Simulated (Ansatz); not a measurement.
Ansatz results at the PBE0-D4/def2-TZVP geometry: LUMO energy (B3LYP/def2-TZVPP) -0.27 eV; HOMO energy (PBE/def2-TZVPP) -4.96 eV; HOMO–LUMO gap (ωB97M-V/def2-TZVPP) 9.79 eV.

Each molecule was computed in one conformer, which needn't be the lowest.

Problem. Which molecule gave them?
A. `COC([SiH3])=S`
B. `N[SiH]([SiH3])S`
C. `CC(=S)[SiH2]O`
D. `[SiH3]O/C=C\S`

Solution. D. The others give `N[SiH]([SiH3])S`: -0.48, -5.85, 10.53; `CC(=S)[SiH2]O`: -2.82, -5.58, 8.42; `COC([SiH3])=S`: -2.21, -5.40, 8.77.

B3LYP here is the variant with VWN-RPA as its local correlation; programs differ in this.
